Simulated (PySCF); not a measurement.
**SMILES C1(C=S)=CC=C(O)C=C1, C7H6OS**

Cartesian coordinates in Å; atom numbers follow the order of the lines, from 1:
```xyz
15

O     2.8405   -0.6120   -0.0241
C     1.5408   -0.2819   -0.0287
C     0.6189   -1.2844   -0.3758
C    -0.7314   -0.9994   -0.3965
C    -1.2093    0.2870   -0.0740
C    -2.6239    0.6108   -0.0886
S    -3.8666   -0.3760   -0.4554
C    -0.2742    1.2777    0.2706
C     1.0854    1.0028    0.2948
H     3.3697    0.1531    0.2279
H     0.9980   -2.2774   -0.6239
H    -1.4653   -1.7643   -0.6636
H    -2.8382    1.6573    0.1866
H    -0.6263    2.2816    0.5238
H     1.8031    1.7833    0.5650
```

Method used: TDDFT CAM-B3LYP/aug-cc-pVDZ excited states, vertical, gas phase (PySCF 2.14.0). Geometry: PBE0-D3(BJ)/def2-SVP.

Question: Give the one- and two-photon strengths of the lowest singlets.

Answer: δ for parallel linear polarisation; σ at the peak of a Lorentzian of half width 0.1 eV, single beam; Ω is circular over linear.
| state | E (eV) | f | photon λ (nm) | δ (au) | σ (GM) | Ω | main |
| --- | --- | --- | --- | --- | --- | --- | --- |
| S1 | 2.30 | 0.000 | 1076 | 0.42 | 0.00 | 1.50 | HOMO→LUMO 0.96 |
| S2 | 4.04 | 0.494 | 614 | 1220 | 7.28 | 0.63 | HOMO−1→LUMO 0.95 |
| S3 | 4.68 | 0.000 | 530 | 24.7 | 0.20 | 1.37 | HOMO−2→LUMO 0.62, HOMO−1→LUMO+2 0.34 |
| S4 | 5.50 | 0.000 | 451 | 1.02 | 0.01 | 1.50 | HOMO→LUMO+2 0.99 |
| S5 | 5.55 | 0.160 | 447 | 119 | 1.34 | 0.89 | HOMO−1→LUMO+2 0.58, HOMO−2→LUMO 0.36 |
| S6 | 5.59 | 0.001 | 444 | 4.14 | 0.05 | 1.50 | HOMO−1→LUMO+1 0.88 |

Among these, the strongest one-photon state is S2, the strongest two-photon state S2, with a dipole change of 3.1 D (relaxed, norm of the difference vector).
